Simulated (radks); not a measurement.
Question: These are the eigenvalues of the occupied orbitals of an atom or ion with whole-number occupations (eV). All-electron calculation, non-relativistic Kohn-Sham, r2SCAN, spin-polarised, spherical densities, point nucleus; meta-GGA in the generalised Kohn-Sham scheme. Program: a radial shooting solver on a logarithmic mesh with Libxc functionals.

orbital  eigenvalue
1s down   -4389.715
1s up     -4389.703
2s up     -476.7237
2s down   -476.4447
2p up     -392.5001
2p down   -392.2868
3s up      -56.9526
3s down    -55.9267
3p up      -35.1625
3p down    -34.1165
4s up       -4.4212
4s down     -4.0637
3d up       -3.5599

Which element is it, and in what charge state? The configuration may be excited. Open shells, if any, are filled with parallel spins first.

Answer: Z = 21, scandium, charge 0: Sc in [Ar] 3d1 4s2. The list shows which subshells hold electrons but not how many an open one holds; the 1s level, -161.32 hartree, gives Z - s = 18.0 by -(Z - s)^2/2, which with screening narrows Z to a few neighbours, and the depths of the outer levels then fix element, charge and occupations together.
